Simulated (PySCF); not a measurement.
**C₆ coefficients of unlike pairs at M06**

Calculated with PySCF 2.14 from the dipole response of each species, C₆(A,B) = (3/π) ∫ α_A(iu) α_B(iu) du, in atomic units, from isotropic polarisabilities. For ions this is the dispersion term alone; charge-induced terms of lower order in 1/R come first.

```
species           configuration                                                                 basis      relativity  α (bohr³)  C₆ (like pair)
   Al³⁺               [Ne] (1S)                                               aug-cc-pVDZ-DK (5s4p2d)   spin-free X2C    0.05239        0.006676
    As⁺  [Ar] 3d10 4s2 4p2 (3P)                               aug-cc-pVTZ-PP with ECP10MDF (6s5p4d2f)  core potential      15.84           90.24
    Mg⁺           [Ne] 3s1 (2S)                                           aug-cc-pVQZ-DK (7s6p4d3f2g)   spin-free X2C      43.03           197.9
   Cd²⁺          [Kr] 4d10 (1S)  def2-QZVPPD with the def2 core potential (28 electrons) (7s5p4d4f2g)  core potential      5.367           26.76
```

**Question.** Estimate C₆ for Cd²⁺ with As⁺.

**Answer.** The integral gives 44.10. The combination rule 2 C_A C_B / (C_A α_B/α_A + C_B α_A/α_B) gives 44.08 and the geometric mean 49.14.

No spin-orbit coupling is included.

The other pairs:

```json
{"pair": "Cd²⁺, Mg⁺", "C₆": "45.25"}
{"pair": "As⁺, Al³⁺", "C₆": "0.5438"}
{"pair": "Mg⁺, As⁺", "C₆": "113.0"}
{"pair": "Cd²⁺, Al³⁺", "C₆": "0.3931"}
{"pair": "Mg⁺, Al³⁺", "C₆": "0.4925"}
```
